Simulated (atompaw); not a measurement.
**gallium (Ga) PAW (atompaw): all-electron and pseudo phase curves**

```json
{
  "Element": "gallium",
  "Generator": "atompaw 4.2.0.5",
  "Type": "PAW",
  "Functional": "PBE",
  "Relativity": "scalar-relativistic",
  "Frozen core": "[Ar] 3d10",
  "Valence charge": "3",
  "Reference configuration": "4s2 4p1",
  "Partial waves": "4s (bound): rc 2.00 bohr; 4s channel at -0.2 Ry: rc 2.00 bohr; 4p (bound): rc 1.95 bohr; 4p channel at 0.35 Ry: rc 1.95 bohr; 4d channel at -0.2 Ry: rc 2.00 bohr; 4d channel at 1.1 Ry: rc 2.00 bohr",
  "Local potential": "troulliermartins scheme with l = 3 at 0 Ry, radius 1.50 bohr",
  "Core correction": "smooth core density matched at 1.70 bohr",
  "Augmentation charge": "besselshape compensation charge, radius 1.65 bohr; PAW radius 2.00 bohr; waves and projectors: custom polynom2 7 10 vanderbiltortho"
}
```

The phase is arctan(r·u′/u) with u = r·R(r), unwrapped; energies in Ry, scanned from -3 to 5 Ry. A pole is an energy at which the radial function vanishes at the test radius. The pseudo phase is shifted by a multiple of π to meet the all-electron one at the reference energy, and phase errors are pseudo minus all-electron; the curves can meet again beyond the range given. Levels narrower than the energy grid can be missing from the lists of poles.

Question: For each channel, where are the poles, and over which energies does the pseudopotential scatter like the atom?

Answer:

```csv
channel,radius (bohr),reference energy (Ry),"poles, all-electron","poles, pseudo",unbroken range about the reference energy with phases within 0.05 rad,phase error 1 Ry above the reference energy (rad)
s,2.00,-0.66,2.68,2.67,the whole range,+0.000
p,2.00,-0.19,4.18,4.20,the whole range,+0.000
d,2.00,-0.20,-1.25,-1.22,above -1.3,+0.000
```

Note: ghost states, extra bound levels that the all-electron valence spectrum of the same l lacks: s at -562.9 eV, p at -79.9 eV, d at -18.7 eV. A true bound ghost makes a file unfit for plane-wave use.

Phases in the p channel:

```csv
E (Ry),all-electron,pseudo
-3.00,1.247,1.247
-2.52,1.211,1.212
-2.04,1.163,1.163
-1.56,1.095,1.095
-1.08,0.991,0.991
-0.60,0.815,0.815
-0.12,0.483,0.483
0.36,-0.103,-0.103
0.84,-0.712,-0.712
1.32,-1.068,-1.067
1.80,-1.257,-1.257
2.28,-1.369,-1.369
2.76,-1.443,-1.442
3.24,-1.496,-1.496
3.72,-1.538,-1.537
4.20,-1.572,-1.571
4.68,-1.602,-1.600
```
